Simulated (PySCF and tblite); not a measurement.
Values are calculated unless marked as measured or tabulated.
C8H8F2, numbered as in [CH3:1][C:2]([F:3])([F:4])[c:5]1[cH:6][cH:7][cH:8][cH:9][cH:10]1.

Conformers came from 90 starts (ETKDG and KDG, MMFF94s, GFN2-xTB); geometries are PBE0-D3(BJ)/def2-SVP. Energies: PBE0-D3(BJ)/def2-SVPD (IEF-PCM, chloroform), with GFN2-xTB thermal terms (modes under about 100 cm⁻¹ blended into free rotors). Symmetry numbers and mirror images are counted. Conformers within 3 kcal/mol (GFN2-xTB free energy) were kept, 7 at most. (PySCF 2.14, tblite 0.8.)

Torsions listed: F3–C2–C5–C6.

```
conformer  shape  symmetry  dipole D
        1    55°        Cs      2.87
        2   147°        Cs      2.89
```

(1) Which of these conformers is the most populated at 298.15 K, and with what share?

(2) Give the DFT energies and free energies relative to the lowest, and all weights.

(3) How does its share change from 250 K to 373.15 K?

Answers

(1) Conformer 2, about 79 %.

(2) 
```json
{"conformer": "1", "shape": "55°", "E(DFT) kcal/mol": "0.69", "G(298.15 K) kcal/mol": "0.80", "weight %": "20.6"}
{"conformer": "2", "shape": "147°", "E(DFT) kcal/mol": "0.00", "G(298.15 K) kcal/mol": "0.00", "weight %": "79.4"}
```

(3) From 83 % to 75 %; the mixing entropy goes from 0.90 to 1.12 cal/(mol K).
